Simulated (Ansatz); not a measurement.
GeH2Me(OEt) (C3H10GeO). Total charge 0; singlet. Geometry PBE0-D4/def2-SVP; atoms count from 1.

```xyz
15

C     0.487   -0.182    2.750
C    -0.223   -0.012   -1.487
C    -0.766    1.213   -2.187
Ge    0.508   -1.003    0.996
O    -0.108    0.253   -0.114
H    -0.424   -2.235    0.905
H     1.931   -1.403    0.542
H     0.845   -0.888    3.513
H    -0.536    0.128    3.004
H     1.136    0.705    2.754
H     0.760   -0.286   -1.924
H    -0.896   -0.876   -1.670
H    -0.869    1.037   -3.269
H    -1.753    1.479   -1.780
H    -0.094    2.070   -2.033
```

Another isomer (singlet) lies 1.11 eV lower at PBE0-D4/def2-TZVP; other spin states weren't run for this one.

Estimate the Mulliken populations from the PBE0/def2-TZVP orbitals of Ansatz.


```json
{"atom": "C1", "charge (e)": "-0.48"}
{"atom": "C2", "charge (e)": "-0.04"}
{"atom": "C3", "charge (e)": "-0.33"}
{"atom": "Ge4", "charge (e)": "0.34"}
{"atom": "O5", "charge (e)": "-0.40"}
{"atom": "H6", "charge (e)": "-0.02"}
{"atom": "H7", "charge (e)": "-0.02"}
{"atom": "H8", "charge (e)": "0.14"}
{"atom": "H9", "charge (e)": "0.15"}
{"atom": "H10", "charge (e)": "0.15"}
{"atom": "H11", "charge (e)": "0.09"}
{"atom": "H12", "charge (e)": "0.09"}
{"atom": "H13", "charge (e)": "0.11"}
{"atom": "H14", "charge (e)": "0.12"}
{"atom": "H15", "charge (e)": "0.12"}
```
Mulliken values depend strongly on the basis.

And the Mayer bond orders between heavy atoms (over 0.3)?

C1–Ge4 0.97 (1.94 Å); C2–C3 1.03 (1.51 Å); C2–O5 1.01 (1.40 Å); Ge4–O5 0.98 (1.79 Å).
